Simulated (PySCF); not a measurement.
# How methods differ on the fine-structure interval of Fe¹³⁺

Fe¹³⁺ [Ne] 3s2 3p1 [3p1/2^1, M_J = 1/2] → Fe¹³⁺ [Ne] 3s2 3p1 [3p3/2^1, M_J = 3/2], as a difference of total energies. Calculation: PySCF 2.14, in an even-tempered Gaussian basis (19 s from 1 bohr⁻², ratio 2.4; 13 p from 1.3 bohr⁻², ratio 2.4; 5 d from 5.4 bohr⁻², ratio 2.6; 4 f from 8.2 bohr⁻², ratio 2.6); the two-component X2C-1e Hamiltonian. Correlated levels: 1s2 frozen; the 50 highest virtual spinors dropped. "Screened" scales the spin-orbit matrix elements by Boettger's factors to mimic the two-electron term; Breit and QED terms are absent.

| method | fine-structure interval (cm⁻¹) |
| --- | --- |
| GHF (screened spin-orbit) | 21055 |
| GMP2 (screened spin-orbit) | 19804 |
| GHF (bare spin-orbit) | 22730 |
